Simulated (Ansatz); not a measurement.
Start from `FBB(F)F` and change one atom or group to get `CSB(F)F`.

Ansatz, PBE0-D4/def2-TZVP geometries, multiplicity 1. Each molecule was computed in one conformer, which needn't be the lowest.

```csv
property,`FBB(F)F`
size of the dipole moment (PBE/def2-TZVPP) / D,0.74
HOMO–LUMO gap (PBE/def2-TZVPP) / eV,4.69
LUMO energy (B3LYP/def2-TZVPP) / eV,-1.89
LUMO energy (ωB97M-V/def2-TZVPP) / eV,0.38
HOMO energy (ωB97M-V/def2-TZVPP) / eV,-11.23
HOMO–LUMO gap (ωB97M-V/def2-TZVPP) / eV,11.62
```

(1) What does the change do to each property? (An estimate is asked.)

Results:

(1) Ansatz gave: 
| property | `CSB(F)F` | shift |
| --- | --- | --- |
| size of the dipole moment (PBE/def2-TZVPP) / D | 2.13 | 1.39 |
| HOMO–LUMO gap (PBE/def2-TZVPP) / eV | 5.73 | 1.04 |
| LUMO energy (B3LYP/def2-TZVPP) / eV | -0.02 | 1.87 |
| LUMO energy (ωB97M-V/def2-TZVPP) / eV | 1.95 | 1.57 |
| HOMO energy (ωB97M-V/def2-TZVPP) / eV | -9.91 | 1.32 |
| HOMO–LUMO gap (ωB97M-V/def2-TZVPP) / eV | 11.87 | 0.25 |

With PBE0 the HOMO rises by 1.19 eV and the LUMO rises by 1.87 eV, so the gap widens by about 0.68 eV. PBE moves the HOMO by 0.86 eV and ωB97M-V by 1.32 eV. The zero-point energy changes by 63.8 kJ/mol with +6 modes. Dipoles are sizes alone; their direction can turn.

B3LYP here is the variant with VWN-RPA as its local correlation; programs differ in this.
